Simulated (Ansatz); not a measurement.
Basis-set extrapolation for H₉N₃OSi₂, SMILES `N[SiH2]N[SiH](N)O` (PBE0-D4/def2-TZVP geometry, frozen core, Ansatz 0.2.0). Multiplicity 1, RHF reference.

|  | def2-TZVPP | def2-QZVPP |
| --- | --- | --- |
| HF | -821.643776 | -821.675379 |
| MP2 correlation | -1.126049 | -1.211655 |
| CCSD(T) correlation | -1.215748 | not run |

Energies in hartree. Use E(X) = E(∞) + A·exp(−7.88·√X) for Hartree–Fock and E(X) = E(∞) + B·X^(−2.97) for correlation, with X = 3 and 4, and add CCSD(T) minus MP2 of the smaller set to the MP2 limit.

**Question.** What is the CCSD(T) energy at the basis-set limit?

**Answer.** HF limit: -821.675379 + (-0.031603) × 0.13774 = -821.67973. MP2 limit: -1.211655 + (-0.085606) × 0.74074 = -1.27507. Higher-order term: -1.215748 − (-1.126049) = -0.08970. Total: -823.04450 hartree, 485.7 kJ/mol below CCSD(T)/def2-TZVPP.
